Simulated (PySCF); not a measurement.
**Computed structure and properties of [LaF2]+**

System: [LaF2]+ (singlet); start: template (C2v). Method: PySCF 2.14.0, RKS PBE0, La lcecp-1-SVP with ECP46, F def2-SVP; non-relativistic Hamiltonian with scalar-relativistic core potentials where named; density fitting; no spin-orbit coupling.

Input of the relaxation:

```python
mol = gto.M(atom='''
La     0.00000     0.00000    -0.19166
F      1.99380    -0.00000     0.70064
F     -1.99380     0.00000     0.70064''',
    basis={'La': 'lcecp-1-SVP', 'F': 'def2-SVP'},
    ecp={'La': 'lcecp-1-SVP'},
    charge=1, spin=0)
mf = dft.RKS(mol, xc='PBE0')
mf.grids.atom_grid = (50, 194)  # f atoms: unpruned, at least (60, 302)
mf = mf.density_fit()  # fitting sets: La AutoAux, F def2-universal-JKFIT
mf.conv_tol = 1e-08; mf.max_cycle = 55
mf.kernel(dm0)  # dm0: converged density of the start geometry
# quasi-Newton relaxation in Cartesian coordinates to a largest gradient under 0.00045 Eh/bohr, steps kept in the point group
```

Run from Python with OMP_NUM_THREADS=2; the lines above give its settings. Where DIIS fails, smearing, a level shift and second-order steps follow.
It took 8.2 s on 2 threads of Arm Neoverse V2, on a shared host, from the converged density of the start.

Course of the relaxation:

| step | energy above end (eV) | largest force component within the symmetry (eV/Å) |
| --- | --- | --- |
| 0 | 0.4935 | 2.371 |
| 1 | 0.1482 | 0.917 |
| 2 | 0.0633 | 0.671 |
| 3 | 0.0239 | 0.355 |
| 4 | 0.0025 | 0.285 |
| 5 | 0.0003 | 0.043 |
| 6 | 0.0000 | 0.002 |

Relaxed geometry (C2v):

```xyz
3

La    0.0000    0.0000   -0.3891
F     1.6562    0.0000    0.7994
F    -1.6562    0.0000    0.7994
```

```
   contact      Å
La1–F2 (F)  2.039
La1–F3 (F)  2.039
```

On the finer grid (75, 302):

The HOMO is -15.71 eV, the LUMO is -7.39 eV and the dipole about the centre of mass is 6.61 D. The set of Mulliken populations of La1 outside the core potential is s 2.04, p 6.07, d 1.04, f 0.10 and the D3(BJ) dispersion energy (not in the energies) is -0.032 eV.

```tsv
atom	Mulliken (e)	Löwdin (e)	spin (e)
La1	1.74	1.53	0.00
F2	-0.37	-0.26	0.00
F3	-0.37	-0.26	0.00
```

The large-core potential holds the 4f shell empty.

On the grid (50, 194), as all that follows. Harmonic modes: a minimum; lowest 117 cm⁻¹ (negative: unstable), highest 642 cm⁻¹, zero-point energy 0.086 eV.

Taking off one F (charge -1, singlet; the rest: singlet) in vacuum, both parts rigid, costs 16.87 eV; the small basis without counterpoise inflates it. Most of it is the attraction of opposite charges; other ways to part are cheaper, and one spin state was tried for the rest.

Rigid scan of F along the line from its metal:

(distance to F2 (Å), energy (eV)): (1.74, 1.700), (1.84, 0.648), (1.94, 0.141), (2.04, 0.000), (2.14, 0.107), (2.24, 0.370), (2.44, 1.153), (2.74, 2.517), (3.14, 4.178), (3.64, 5.730)

One start shape was tried, so this needn't be the lowest isomer.
